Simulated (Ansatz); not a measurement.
# Worked example: In(CH3)Cl2 + C2H5Si → In(CH3)Cl + C2H5ClSi

Gas-phase species: In(CH3)Cl2, singlet; C2H5Si `C=C[SiH2]`, doublet; In(CH3)Cl, doublet; C2H5ClSi `C=C[SiH2]Cl`, singlet. A radical takes Cl: the energy is the difference in strength between the In–Cl bond broken and the Si–Cl bond made.

Shapes, held fixed at every level: PBE0-D4/def2-TZVP. Flexible molecules stand in one conformer, not always the lowest. Programs: Ansatz 0.2.0. Electronic energies: no zero-point or thermal term.

At B2PLYP/def2-TZVPP; 1 Eh = 2625.50 kJ/mol:

```
   species   energy (Eh)
In(CH3)Cl2  -1150.088551
    C2H5Si   -368.473002
 In(CH3)Cl   -689.923772
  C2H5ClSi   -828.667544
```

**Question.** Work out ΔE of the reaction at this level.

**Answer.** 
1. Products less reactants: (-689.923772) + (-828.667544) − [(-1150.088551) + (-368.473002)] = -0.029763 Eh = -78.1 kJ/mol.

Other levels give -81.1 (B3LYP-D4/def2-TZVPP) to -60.9 kJ/mol (HF/def2-TZVPP). No measured value is set beside it here. Spin contamination: C2H5Si (⟨S²⟩ up to 0.90), In(CH3)Cl (⟨S²⟩ up to 0.78). Open shells run unrestricted. For atoms past krypton def2 sets carry core potentials with scalar relativity. Outer-core shells of In are correlated, in sets that cover them unevenly.
